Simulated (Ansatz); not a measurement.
A structure relaxed at PBE0-D4/def2-TZVP in Ansatz, charge 0, singlet:

Cartesian coordinates in Å:
```
Zn -0.0248 0.1102 0.0348
Zn 0.3894 -2.2345 -0.7949
Se -0.3646 2.1243 0.7601
```

(1) Give its formula and point group.

(2) Summarise the bond lengths by kind (pairs closer than 1.2 times the sum of covalent radii, bridged metal pairs left out).

Answers

(1) Zn₂Se. Point group C∞v (tolerance 0.1 Å).

(2) 1 × Zn–Zn 2.52 Å; 1 × Se–Zn 2.17 Å.

The restricted singlet is unstable towards broken spin symmetry in Hartree–Fock (as tested in another run); at PBE0-D4/def2-TZVP this wasn't settled. Another isomer (triplet) lies 0.38 eV lower at PBE0-D4/def2-TZVP; other spin states weren't run for this one.
